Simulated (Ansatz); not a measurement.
This geometry of CH4SSi2 (8 atoms, charge 0, multiplicity 1) is a first-order saddle point.

All numbers below come from Ansatz 0.2.0, RKS PBE/def2-SVP.

```xyz
8
Properties=species:S:1:pos:R:3
S -1.759 0.312 1.730
Si -0.737 0.199 -0.196
C 0.993 0.882 -0.417
Si 1.210 -0.838 -0.550
H -1.807 -1.043 1.864
H -1.762 0.379 -1.284
H 1.474 1.872 -0.423
H 2.388 -1.763 -0.725
```

Which two structures does it join? (They come from a converged band through this point; their orientation in space is the band's.)

No bond is made or broken. The dihedral H5–S1–Si2–Si4 goes from 31 to -145°.

Initial state:

```xyz
8
Properties=species:S:1:pos:R:3
S -2.125 -0.058 1.360
Si -0.826 0.121 -0.355
C 0.915 0.748 -0.236
Si 1.136 -0.912 -0.753
H -1.106 -0.306 2.230
H -1.797 0.475 -1.449
H 1.409 1.685 0.071
H 2.393 -1.753 -0.868
```

Final state:

```xyz
8
Properties=species:S:1:pos:R:3
S -1.377 -0.115 1.948
Si -0.608 0.046 -0.069
C 1.080 0.759 -0.334
Si 1.283 -0.908 -0.828
H -2.682 -0.113 1.551
H -1.802 0.301 -0.952
H 1.574 1.727 -0.153
H 2.532 -1.698 -1.163
```

How far does it lie above each of them?

4.5 kcal/mol above the first and 3.6 kcal/mol above the second. This is the barrier of this one path; another mechanism may lie lower.

The run took 9.5 min on 1 thread of Intel(R) Xeon(R) Processor @ 2.50GHz (Skylake/Cascade Lake), with other jobs on the host, peak memory 0.13 GiB.
